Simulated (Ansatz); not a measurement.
`BO[C](=O)[GeH3]` + `[CH3][AlH][OH]` → `B[O][AlH][CH3]` + `O=[C](O)[GeH3]`  (ligand exchange at a B–O bond)

Calculated with Ansatz (gas phase, PBE0-D4/def2-TZVP geometries, no zero-point term in ΔE). CBS: MP2 limit from def2 TZ/QZ plus the TZ coupled-cluster correction, frozen cores. Functionals use def2-TZVPP. For Ge outer-core shells are correlated without core-valence functions, which leaves a few kJ/mol of doubt a bond. Scalar relativity is left out up to krypton. One conformer a species, not always the lowest.

Problem. Is it downhill or uphill in electronic energy at CCSD(T)/CBS, and by how much? (An estimate is asked.)

Solution. The calculation gave: Downhill: ΔE = -0.34 eV.

Problem. What do these levels give: PBE-D4, r2SCANh-D4, BHLYP-D4, ωB97M-V, PBE-QIDH, PBE0, r2SCAN0, CCSD/def2-SVP, MP2/def2-TZVPP, SCS-MP2/def2-TZVPP, SCS-MP2/def2-QZVPP, CCSD/CBS(def2)? (Best estimate.)

Solution. The calculation gave: PBE-D4 -0.42, r2SCANh-D4 -0.42, BHLYP-D4 -0.41, ωB97M-V -0.39, PBE-QIDH -0.40, PBE0 -0.43, r2SCAN0 -0.42, CCSD/def2-SVP -0.45, MP2/def2-TZVPP -0.34, SCS-MP2/def2-TZVPP -0.35, SCS-MP2/def2-QZVPP -0.35, CCSD/CBS(def2) -0.35 eV.

Largest T1 diagnostic among the species: 0.015.

Leaving LDA and LC-ωPBE aside and taking each functional with its dispersion term where it has one, the values, not all of them listed here, spread over 0.06 eV, from B97M-V to ωB97X-V. At CCSD(T), def2-SVP lies −0.10 eV from the extrapolated value and def2-TZVPP +0.00 eV.
